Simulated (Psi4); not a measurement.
Cl2Sb, doublet (typed; the unrestricted solution is spin-contaminated), geometry from GFN2-xTB (the spin is typed, not shown lowest) (all electrons, no relativity), with bond 3-1 at 1.6 times its length. Base run: R2SCAN/STO-3G (Psi4).

The Psi4 input:
```
memory 2 GB

molecule {
0 2
  Sb    0.40500205   -0.02305416    0.49689672
  Cl    0.72554758    0.35536175   -1.81698212
  Cl   -3.34788721   -0.44408635    0.22392910
}

set basis sto-3g
set reference uks
set scf_type pk

energy('r2scan')
print_variables()
```

The base run was repeated with changes; each row names its change, and settings that it needs were set with it.

| change | ΔE vs base (mEh) | SCF cycles | grid points | basis functions | outcome |
|---|---|---|---|---|---|
| base | 0.000 | 33 | 58913 | 45 | converged |
| guess = core | 0.000 | 68 | 58913 | 45 | converged |
| diis_max_vecs = 15 | 11.995 | 30 | 58913 | 45 | another SCF solution |
| damping_percentage = 20 | - | - | - | 45 | not converged |
| scf_type = cd | -1.447 | 26 | 58913 | 45 | converged |
| dft_nuclear_scheme = stratmann | 0.035 | 32 | 56448 | 45 | converged |
| damping_percentage = 50 | - | - | - | 45 | not converged |
| dft_radial_scheme = becke | -37.026 | 22 | 52439 | 45 | converged |
| dft_radial_points = 150 | -24.565 | 24 | 117363 | 45 | converged |
| dft_nuclear_scheme = becke | 11.912 | 33 | 58893 | 45 | another SCF solution |
| puream = true | 0.000 | 33 | 58913 | 45 | converged |
| guess = huckel | 0.000 | 25 | 58913 | 45 | converged |

A guess, shift, damping, solver or small numerical setting can't move a converged solution much, so rows marked as another SCF solution ended in a different state.

Open shells are given as the SCF converged; they aren't shown to be the lowest states, and a large step between rows can be another state.
